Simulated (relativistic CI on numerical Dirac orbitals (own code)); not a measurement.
## Hyperfine structure of Pt²⁷⁺, mass number 195

Computed by Dirac-Coulomb-Breit CI, orbitals from a KLI potential per configuration, model QED (radiative potential, 1s self-energy scaled to tabulated hydrogen-like ionisation energies), unscaled Slater integrals (own radial code, finite nucleus).

Configurations in the expansion (outside the closed core [Ar] 3d10 4p6 4d10): 4s²4f⁵, 4s²4f⁴5s, 4s²4f³5s², 4s²4f⁴5p, 4s²4f³5s5p, 4s²4f³5p², 4s4f⁶, 4s²4f⁴6s. Levels of other configurations are missing.

Nuclear spin I = 1/2, μ = 0.6073 μN (tables of Stone and Pyykkö). The electronic factors are computed for point nuclear moments, without core polarisation or the Bohr-Weisskopf and QED corrections.

| Level | E (eV) | A (MHz) |
| --- | --- | --- |
| 4s²4f⁵ ⁶H°5/2 | 0.0000 | 6801 |
| 4s²4f⁵ ⁶H°7/2 | 2.0235 | 4810 |
| 4s²4f⁵ ⁶H°9/2 | 3.7205 | 4063 |
| 4s²4f⁵ ⁶F°3/2 | 4.0698 | 5703 |
| 4s²4f⁵ ⁶F°1/2 | 4.3579 | 14130 |
| 4s²4f⁵ ⁶H°11/2 | 5.0599 | 3831 |
| 4s²4f⁵ ⁶F°7/2 | 5.6746 | 3050 |
| 4s²4f⁵ ⁶H°13/2 | 6.0800 | 3838 |

Levels with J = 0, under 50 % of one LS term, or S terms without an open s electron are left out. Small factors come from cancelling terms and can be off by tens of per cent or more.

At this charge energies of transitions that change n are usually good to better than 1 %, and those within a shell (Δn = 0) to a few per cent. Terms inside the open d or f shell come out 10 to 20 % too wide with unscaled integrals.

(1) Give the hyperfine levels of 4s²4f⁵ ⁶H°5/2 relative to its centre of gravity.

Results:

(1) With K = F(F + 1) − I(I + 1) − J(J + 1), E = AK/2: F = 2: -11900, F = 3: 8502 MHz.

LS names give the leading component of a level, which can be under half, so a name can repeat, a term be missing and a line seem to break the LS rules.
